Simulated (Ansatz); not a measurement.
Consider the formal hydrolysis of the As–Te bond: `N[AsH][TeH]` + H₂O → `N[AsH]O` + H₂Te.

Calculated with Ansatz (gas phase, PBE0-D4/def2-TZVP geometries, no zero-point term in ΔE). CCSD(T)/CBS adds triple-zeta CCSD(T) − MP2 to the extrapolated MP2 energy (def2 sets, frozen cores). This one scheme is used for every species. Functionals use def2-TZVPP. HSE06 is defined as in plane-wave codes. Elements past krypton have def2 core potentials. For As, Te outer-core shells are correlated without core-valence functions, which leaves a few kJ/mol of doubt a bond. Scalar relativity is left out up to krypton. One conformer a species, not always the lowest.

Problem. Is it downhill or uphill in electronic energy at CCSD(T)/CBS, and by how much? (An estimate is asked.)

Solution. Computed: Uphill: ΔE = +61.4 kJ/mol.

Problem. What do these levels give: PBE-D4, r2SCAN-D4, B97M-V, ωB97M-V, PBE, r2SCAN, r2SCAN0, HSE06, LC-ωPBE, HF/def2-SVP, SCS-MP2/def2-TZVPP, MP2/def2-QZVPP? (Estimate.)

Solution. Ansatz gave: PBE-D4 63.3, r2SCAN-D4 57.0, B97M-V 40.7, ωB97M-V 49.1, PBE 58.9, r2SCAN 56.1, r2SCAN0 59.2, HSE06 61.0, LC-ωPBE 43.7, HF/def2-SVP 47.6, SCS-MP2/def2-TZVPP 48.5, MP2/def2-QZVPP 63.7 kJ/mol.

Problem. What do rigid-rotor, harmonic-oscillator terms from PBE0-D4/def2-TZVP frequencies (298.15 K, 1 bar) make of the CCSD(T)/CBS value? (Best estimate.)

Solution. Computed: ΔZPE = -7.1 kJ/mol, ΔH = +52.0 kJ/mol, ΔS = 0 J/(mol·K), ΔG = +52.1 kJ/mol.

Largest T1 diagnostic among the species: 0.012.

The D4 term adds +7.3 kJ/mol with B3LYP and +4.0 kJ/mol with PBE0; it sums over pairs of atoms, weighted by their polarisabilities, and B3LYP, whose exchange is more repulsive, gets the larger term. From r2SCAN to r2SCAN0 (25 % exact exchange), in def2-TZVPP and without D4, ΔE moves by +3.1 kJ/mol. Leaving LDA and LC-ωPBE aside and taking each functional with its dispersion term where it has one, the values, not all of them listed here, spread over 24.3 kJ/mol, from B97M-V to HSE06-D4.

B3LYP here is the variant with VWN-RPA as its local correlation; programs differ in this.
